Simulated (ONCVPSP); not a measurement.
## S (Z = 16): excitation energies, all-electron against ONCV

* Element: S (Z = 16)
* Generator: ONCVPSP 4.0.1
* Type: optimised norm-conserving Vanderbilt (ONCV)
* Functional: PBE
* Relativity: scalar-relativistic
* Frozen core: [He]
* Valence charge: 14
* Reference configuration: 2s2 2p6 3s2 3p4
* Partial waves: 2s+3s: rc 0.65 bohr, ncon 3, nbas 8, qcut 17.4 1/bohr, 2 projectors; 2p+3p: rc 0.65 bohr, ncon 4, nbas 8, qcut 22 1/bohr, 3 projectors, debl 2.4 Ha; d scattering state at 0.41 Ha: rc 0.50 bohr, ncon 4, nbas 8, qcut 16.9 1/bohr, 2 projectors, debl 2 Ha
* Local potential: polynomial inside 0.45 bohr (lpopt 3, dvloc0 2 Ha)
* Core correction: none

Energies are relative to the spin-unpolarised reference configuration 2s2 2p6 3s2 3p4; without spin polarisation the order of configurations can differ from experiment.

(1) Give the all-electron excitation energy and the error of the potential for: 2s2 2p6 3s2 3p3; 2s2 2p6 3s2 3p2; 2s2 2p6 3s2 3p1; 2s2 2p6 3s1 3p5.

Levels in the configuration 2s2 2p6 3s2 3p2:

```json
{"level": "2s", "all-electron (eV)": "-237.436", "pseudo (eV)": "-237.439"}
{"level": "2p", "all-electron (eV)": "-182.308", "pseudo (eV)": "-182.273"}
{"level": "3s", "all-electron (eV)": "-39.396", "pseudo (eV)": "-39.394"}
{"level": "3p", "all-electron (eV)": "-27.979", "pseudo (eV)": "-27.975"}
```

Results:

(1)

| valence configuration | charge | ΔE all-electron (eV) | error AE − PS (meV) |
| --- | --- | --- | --- |
| 2s2 2p6 3s2 3p3 | +1 | 11.769 | +0.8 |
| 2s2 2p6 3s2 3p2 | +2 | 34.052 | +2.8 |
| 2s2 2p6 3s2 3p1 | +3 | 68.094 | +7.5 |
| 2s2 2p6 3s1 3p5 | 0 | 10.311 | +0.8 |
